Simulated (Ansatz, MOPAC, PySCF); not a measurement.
Torsion N1–Si2–Ge3–H8 in GeH7NSi (SMILES N[SiH2][GeH3]); at each angle all else is relaxed with GFN2-xTB, and the levels are single points there.
Geometry at 60° (charge 0, multiplicity 1):
```xyz
10

N      1.65582     0.67222     0.32546
Si     0.62184    -0.68570     0.11179
Ge    -1.54220     0.08161     0.50870
H      2.65093     0.55685     0.22440
H      1.37555     1.56732    -0.04258
H      0.68955    -1.32161    -1.21628
H      1.06677    -1.66689     1.10155
H     -2.02569     1.18430    -0.39397
H     -1.83147     0.63302     1.87339
H     -2.60969    -0.95990     0.34056
```

On the grid 0° to 120°, 0° is the highest and 60° the lowest point at wB97M-V/def2-TZVPP.

Rows in 3-21G, 6-31G*, STO-3G carry no dispersion term and start afresh at each structure (6-31G* with six Cartesian d functions); the Pople sets are all-electron and without relativity. MP2/6-31G* freezes PySCF's default core, which leaves 3d correlated. The state reached by AM1, PM3, PM7 isn't checked; PM7 holds dispersion and hydrogen-bond terms.

The values were computed with Ansatz (an electronic-structure program) with Gaussian orbitals; MOPAC for AM1, PM3, PM7 (differences of heats of formation); PySCF for 3-21G rows, 6-31G* rows, STO-3G rows, the dispersion terms. Values without a source in brackets are computed.

Other levels give for the energy at 0° less that at 60°: PBE/def2-TZVPP 0.54; B3LYP/def2-TZVPP 0.58; B3LYP-D3(BJ)/def2-TZVPP 0.57; wB97M-V/def2-TZVPP 0.57 kcal/mol.

Common cheap choices:

```tsv
level	energy at 0° less that at 60° (kcal/mol)
AM1	-0.03
PM3	0.25
PM7	0.28
HF/STO-3G	0.36
HF/3-21G	0.91
HF/6-31G*	0.73
B3LYP/6-31G*	0.66
MP2/6-31G*	0.74
```
